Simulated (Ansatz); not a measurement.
`[CH3][Ge]1([CH3])[CH]=CC=[C]1[C]1=CC=[C]([C]2=CC=[CH][Ge]2([CH3])[CH3])[Ge]1([CH3])[CH3]` with charge +1. Total charge 1; doublet. Geometry PBE-D4/def2-SVP; atoms count from 1.

```xyz
47

C    -1.8251   -2.2307    4.0542
Ge    0.0505   -1.6631    3.9898
C     0.3881    0.0080    4.9582
C     1.3230   -3.0973    4.4269
C     2.0747   -3.3893    3.3108
C     1.8042   -2.6360    2.1082
C     0.8007   -1.6564    2.1381
C     0.4522   -0.8633    1.0277
C    -0.5588    0.1238    1.0568
C    -0.8269    0.8640   -0.1188
C    -0.0749    0.5927   -1.2842
C    -0.2583    1.2682   -2.5063
C     0.4885    0.9981   -3.6625
C     0.2115    1.7565   -4.8603
C    -0.7797    2.7100   -4.7947
Ge   -1.5391    2.7264   -2.9808
C    -1.1999    4.3914   -2.0026
C    -3.4128    2.1532   -2.9086
Ge    1.2055   -0.8613   -0.8173
C     0.8611   -2.5285   -1.7887
C     3.0778   -0.2849   -0.8812
H    -2.4747   -1.4456    3.6202
H    -2.1311   -2.3962    5.1057
H    -1.9667   -3.1698    3.4866
H    -0.2312    0.8234    4.5361
H     1.4551    0.2910    4.8845
H     0.1220   -0.1168    6.0260
H     1.4729   -3.6301    5.3787
H     2.8612   -4.1625    3.3012
H     2.3893   -2.8449    1.1943
H    -1.1409    0.3279    1.9724
H    -1.6150    1.6372   -0.1067
H     1.2782    0.2253   -3.6804
H     0.7917    1.5547   -5.7764
H    -1.0459    3.3262   -5.6675
H    -0.1302    4.6673   -2.0644
H    -1.4801    4.2703   -0.9379
H    -1.8081    5.2104   -2.4336
H    -3.5513    1.2068   -3.4646
H    -3.7235    2.0020   -1.8563
H    -4.0608    2.9317   -3.3565
H     1.1299   -2.4111   -2.8567
H     1.4704   -3.3507   -1.3650
H    -0.2085   -2.8028   -1.7173
H     3.7321   -1.0615   -0.4390
H     3.3919   -0.1216   -1.9306
H     3.2107    0.6579   -0.3174
```

Single mean-field runs in def2-TZVP are fitted with def2-universal-jkfit. The relaxed charge 1 doublet is spin-contaminated (final ⟨S²⟩ up to 0.85, 0.75 for a pure state).

**Question.** Estimate the Mulliken populations of the heavy atoms from the PBE0/def2-TZVP orbitals of Ansatz.

**Answer.** 
| atom | charge (e) | spin (α − β) |
| --- | --- | --- |
| C1 | -0.44 | 0.00 |
| Ge2 | 0.31 | -0.01 |
| C3 | -0.44 | 0.00 |
| C4 | -0.22 | 0.32 |
| C5 | -0.14 | -0.13 |
| C6 | -0.04 | 0.28 |
| C7 | -0.12 | -0.09 |
| C8 | 0.01 | 0.15 |
| C9 | -0.12 | 0.02 |
| C10 | -0.12 | 0.02 |
| C11 | 0.01 | 0.15 |
| C12 | -0.12 | -0.09 |
| C13 | -0.04 | 0.28 |
| C14 | -0.14 | -0.13 |
| C15 | -0.22 | 0.32 |
| Ge16 | 0.31 | -0.01 |
| C17 | -0.44 | 0.00 |
| C18 | -0.44 | 0.00 |
| Ge19 | 0.18 | -0.01 |
| C20 | -0.41 | 0.00 |
| C21 | -0.41 | 0.00 |
Mulliken values and Mayer orders depend strongly on the basis.

**Question.** Where does the spin sit?

**Answer.** Summed by element: C 1.08, Ge -0.03, H -0.05, of 1 unpaired in all. Largest on single atoms: C15 0.32, C4 0.32, C13 0.28.

**Question.** And the Mayer bond orders between bonded heavy atoms (over 0.3)?

**Answer.** C1–Ge2 0.98 (1.96 Å); Ge2–C3 0.98 (1.96 Å); Ge2–C4 0.91 (1.97 Å); Ge2–C7 0.83 (2.00 Å); C4–C5 1.67 (1.38 Å); C5–C6 1.21 (1.44 Å); C6–C7 1.48 (1.40 Å); C7–C8 1.35 (1.41 Å); C8–C9 1.43 (1.41 Å); C8–Ge19 0.86 (1.99 Å); C9–C10 1.39 (1.41 Å); C10–C11 1.43 (1.41 Å); C11–C12 1.35 (1.41 Å); C11–Ge19 0.86 (1.99 Å); C12–C13 1.48 (1.40 Å); C12–Ge16 0.83 (2.00 Å); C13–C14 1.21 (1.44 Å); C14–C15 1.67 (1.38 Å); C15–Ge16 0.91 (1.97 Å); Ge16–C17 0.98 (1.96 Å); Ge16–C18 0.98 (1.96 Å); Ge19–C20 0.98 (1.96 Å); Ge19–C21 0.98 (1.96 Å).
